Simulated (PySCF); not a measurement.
## Where the electron goes

Compound: C₅H₁₀Si₂.
Cartesian coordinates in Å at the GFN2-xTB level; atoms count from 1:
```xyz
17
C5H10Si2 angstrom
C     -2.6861    1.2417    1.5209
C     -2.0413    1.1025    0.5156
Si    -1.0314    0.8901   -1.0199
C      0.4276   -0.2834   -0.6241
Si    -0.1226   -2.0326   -0.0900
C      1.2860    0.3154    0.4303
C      2.5555    0.6520    0.2752
H     -3.2520    1.3626    2.4005
H     -0.5178    2.2057   -1.4256
H     -1.8807    0.3131   -2.0688
H      1.0200   -0.3859   -1.5402
H     -0.9862   -2.5993   -1.1285
H      1.0636   -2.8784    0.0699
H     -0.8472   -1.9587    1.1787
H      0.8001    0.4763    1.3853
H      3.0687    0.5070   -0.6625
H      3.1368    1.0837    1.0723
```

Computed, not measured: TDDFT B3LYP/def2-SVPD, vertical, gas phase, core orbitals frozen in the response in PySCF.

Frontier orbitals with the atoms that hold most of them (Löwdin shares over 4%, at most four atoms; ? is withheld):

```tsv
orbital	ε (eV)	atoms
HOMO-3	-9.04	Si5 21%, C4 20%, H13 10%, Si3 7%
HOMO-2	-8.12	C2 39%, C1 38%, C4 5%, Si3 4%
HOMO-1	-8.06	?
HOMO	-6.90	?
LUMO	?	C1 15%, Si3 14%, C2 14%, C7 14%
LUMO+1	-0.37	C1 21%, C2 19%, Si3 15%, C4 6%
LUMO+2	-0.12	C1 18%, C2 18%, Si3 14%, C7 9%
```

**Question.** Which atoms hold the HOMO, and with what shares?

**Answer.** C7 (bonded to C and 2 H) 33%; C6 (bonded to 2 C and H) 26%; C4 (bonded to C, 2 Si and H) 14%; Si5 (bonded to C and 3 H) 6%. By element: carbon 73% or more, silicon 6% or more.

**Question.** Which atoms hold the HOMO-1, and with what shares?

**Answer.** C2 (bonded to C and Si) 40%; C1 (bonded to C and H) 39%; Si3 (bonded to 2 C and 2 H) 8%. By element: carbon 79% or more, silicon 8% or more.

**Question.** What is the LUMO energy, and the HOMO–LUMO gap?

**Answer.** ε(LUMO) = -0.46 eV; the gap is 6.43 eV (0.2365 hartree).

**Question.** The HOMO–LUMO gap is 6.43 eV. Where does the response calculation put the lowest singlet, and from which orbitals?

**Answer.** S1 is at 5.72 eV (f = 0.027), 0.71 eV below the gap, made of HOMO→LUMO+1 (50%), HOMO→LUMO (46%). Its leading pair isn't HOMO and LUMO; the energies of that pair differ by 6.53 eV. Without the coupling terms of the response equations the lowest excitation would equal the gap.

Next come S2 at 5.83 eV (f 0.026), HOMO→LUMO+1 (34%), HOMO→LUMO+2 (32%), HOMO→LUMO (25%); S3 at 6.14 eV (f 0.0050), HOMO-1→LUMO+1 (48%), HOMO-1→LUMO (31%); S4 at 6.27 eV (f 0.233), HOMO→LUMO+2 (57%), HOMO→LUMO (21%), HOMO→LUMO+1 (9%); S5 at 6.32 eV (f 0.0033), HOMO-2→LUMO+1 (25%), HOMO-2→LUMO (21%), HOMO-1→LUMO+2 (18%).

The run took 41 s of wall time on an Arm Neoverse V2 with one thread, no GPU, shared host.

One conformer stands for the species.
